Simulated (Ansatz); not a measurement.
Consider the redistribution: `CC[SiH2]N` + `[SiH3][SiH]1CO[SiH2]1` → `CC[SiH](N)[SiH3]` + `C1O[SiH2][SiH2]1`.

Isolated molecules relaxed with PBE0-D4/def2-TZVP in Ansatz; ΔE leaves out vibrations. CCSD(T)/CBS adds triple-zeta CCSD(T) − MP2 to the extrapolated MP2 energy (def2 sets, frozen cores). Each species was taken in one conformer, which may not be the lowest.

`CC[SiH2]N`:

Z-matrix (Å, degrees):
```
C
C 1 1.526
H 1 1.093 2 111.4
H 1 1.093 2 111.7 3 120.1
H 1 1.093 2 111.5 3 -119.7
Si 2 1.871 1 113.2 3 60.7
H 2 1.095 1 110.9 3 -61.0
H 2 1.097 1 110.2 3 -178.0
N 6 1.724 2 110.3 1 178.7
H 6 1.498 2 107.4 1 53.0
H 6 1.490 2 111.3 1 -63.8
H 9 1.008 6 120.0 2 -61.1
H 9 1.007 6 119.1 2 157.3
```

`[SiH3][SiH]1CO[SiH2]1`:

```xyz
13

Si    0.792    2.041    0.648
Si    0.712   -0.060   -0.366
C    -0.008   -1.477    0.739
O    -1.264   -1.740    0.079
Si   -1.286   -0.794   -1.300
H     1.028    3.098   -0.371
H    -0.508    2.303    1.322
H     1.878    2.109    1.664
H     2.004   -0.389   -1.032
H     0.610   -2.380    0.740
H    -0.198   -1.196    1.779
H    -1.274   -1.603   -2.551
H    -2.484    0.088   -1.350
```

`CC[SiH](N)[SiH3]`:

Cartesian coordinates in Å:
```
C -1.832 -0.019 -1.502
C -0.516 0.589 -1.021
Si 0.391 -0.482 0.222
N -0.642 -0.771 1.579
Si 2.329 0.557 1.032
H -2.316 0.610 -2.253
H -2.541 -0.137 -0.678
H -1.677 -1.005 -1.949
H 0.156 0.754 -1.871
H -0.693 1.571 -0.570
H 0.808 -1.730 -0.502
H -0.240 -1.112 2.437
H -1.545 -1.194 1.429
H 2.042 1.935 1.522
H 2.915 -0.217 2.164
H 3.360 0.651 -0.039
```

`C1O[SiH2][SiH2]1`:

Cartesian coordinates in Å:
```
C -0.037 0.305 1.207
O -1.276 0.411 0.470
Si -0.948 -0.052 -1.104
Si 1.163 -0.311 -0.169
H 0.225 1.282 1.625
H -0.164 -0.395 2.038
H -1.219 1.038 -2.082
H -1.746 -1.237 -1.523
H 1.734 -1.667 0.051
H 2.266 0.626 -0.513
```

```
                species  HF/def2-QZVPP energy (Eh)
            `CC[SiH2]N`                 -424.47503
`[SiH3][SiH]1CO[SiH2]1`                 -984.29318
     `CC[SiH](N)[SiH3]`                 -714.58673
     `C1O[SiH2][SiH2]1`                 -694.17630
```

Question: Work out ΔE.

Answer: ΔE = (-714.58673) + (-694.17630) − (-424.47503) − (-984.29318) = 0.00518 Eh = +3.3 kcal/mol. CCSD(T)/CBS gives +3.0 kcal/mol.

Largest T1 diagnostic among the species: 0.014.
